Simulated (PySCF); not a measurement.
## Copper: a sound run and one with changed settings

Sound run: Cu [Ar] 3d10 4s1, Cu⁺ [Ar] 3d10. All numbers are calculated (PySCF 2.14, no relativity, point nucleus, in def2-TZVP (6s4p4d1f, 45 functions)). In the sound run the correlated levels freeze [Ar]. The sound run starts from symmetry-adapted Hartree-Fock orbitals and uses a fine grid where one is needed.

Changed run: scalar relativity by spin-free X2C-1e. This setting is unsound on purpose.

```json
{"species": "Cu", "method": "UHF", "sound run (hartree)": "-1638.92308", "changed run (hartree)": "-1650.39464", "converged": "yes"}
{"species": "Cu", "method": "PBE0", "sound run (hartree)": "-1640.24417", "changed run (hartree)": "-1651.71447", "converged": "yes"}
{"species": "Cu", "method": "TPSS", "sound run (hartree)": "-1640.51821", "changed run (hartree)": "-1651.98945", "converged": "yes"}
{"species": "Cu", "method": "MP2", "sound run (hartree)": "-1639.32492", "changed run (hartree)": "-1650.80261", "converged": "yes"}
{"species": "Cu", "method": "CCSD(T)", "sound run (hartree)": "-1639.28414", "changed run (hartree)": "-1650.76054", "converged": "yes"}
{"species": "Cu⁺", "method": "UHF", "sound run (hartree)": "-1638.68636", "changed run (hartree)": "-1650.15258", "converged": "yes"}
{"species": "Cu⁺", "method": "PBE0", "sound run (hartree)": "-1639.95860", "changed run (hartree)": "-1651.42127", "converged": "yes"}
{"species": "Cu⁺", "method": "TPSS", "sound run (hartree)": "-1640.22599", "changed run (hartree)": "-1651.68870", "converged": "yes"}
{"species": "Cu⁺", "method": "MP2", "sound run (hartree)": "-1639.06177", "changed run (hartree)": "-1650.53205", "converged": "yes"}
{"species": "Cu⁺", "method": "CCSD(T)", "sound run (hartree)": "-1639.02111", "changed run (hartree)": "-1650.49035", "converged": "yes"}
```

Ionisation energy of Cu:

| method | sound run (eV) | changed run (eV) |
| --- | --- | --- |
| UHF | 6.442 | 6.587 |
| PBE0 | 7.771 | 7.978 |
| TPSS | 7.952 | 8.184 |
| MP2 | 7.161 | 7.362 |
| SCS-MP2 | 7.044 | 7.237 |
| CCSD | 7.055 | 7.241 |
| CCSD(T) | 7.157 | 7.352 |

Most of the change in total energy is the relativistic energy itself. On top of that the contraction fixes the core shape for the Hamiltonian it was made with, so the changed run is not a good calculation with the other Hamiltonian either.

For comparison, NIST gives 7.726 eV between the lowest levels.
